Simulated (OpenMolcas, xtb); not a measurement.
**CH4FGeN (SMILES [H]/N=[C](/F)[GeH3]): methods side by side**

The species is CH4FGeN (8 atoms), meant as a singlet with charge 0. SMILES: `[H]/N=[C](/F)[GeH3]`. Geometry: relaxed at PBE0-D4/def2-TZVP.

```xyz
8

N     1.8959    0.2223   -0.3485
C     0.9081    0.0273    0.3856
F     1.1374   -0.1271    1.7024
Ge   -1.0199   -0.1038   -0.0355
H     1.6172    0.3254   -1.3199
H    -1.7662    1.0069    0.7103
H    -1.1497    0.0716   -1.5539
H    -1.5307   -1.4796    0.4037
```

Each level gives the vertical energy of the triplet above the singlet (eV). The values are calculated.

| level | kind | program | value (eV) | less CCSD(T)/6-31G* |
| --- | --- | --- | --- | --- |
| GFN2-xTB | semi-empirical | xtb | 3.90 | -1.43 |
| HF/6-31G* (spherical functions) | Hartree–Fock | OpenMolcas | 4.38 | -0.95 |
| SVWN5/6-31G* (spherical functions) | LDA | OpenMolcas | 4.96 | -0.37 |
| BLYP/6-31G* (spherical functions) | GGA | OpenMolcas | 4.88 | -0.45 |
| M06-L/6-31G* (spherical functions) | meta-GGA | OpenMolcas | 4.91 | -0.42 |
| BHLYP/6-31G* (spherical functions) | global hybrid | OpenMolcas | 4.89 | -0.44 |
| CCSD(T)/6-31G* (spherical functions), open shells restricted | coupled cluster or CI | OpenMolcas | 5.33 | 0.00 |

Differences are taken from CCSD(T)/6-31G* (spherical functions), open shells restricted for orientation; it has basis-set and higher-order errors of its own. All-electron rows without a relativistic Hamiltonian named are non-relativistic. The values span 3.90 to 5.33 eV. The xTB rows lack spin polarisation, so open shells miss the exchange term that lowers them. In the correlated wave-function rows the outer d shell of Ge is correlated, in sets not made for it.
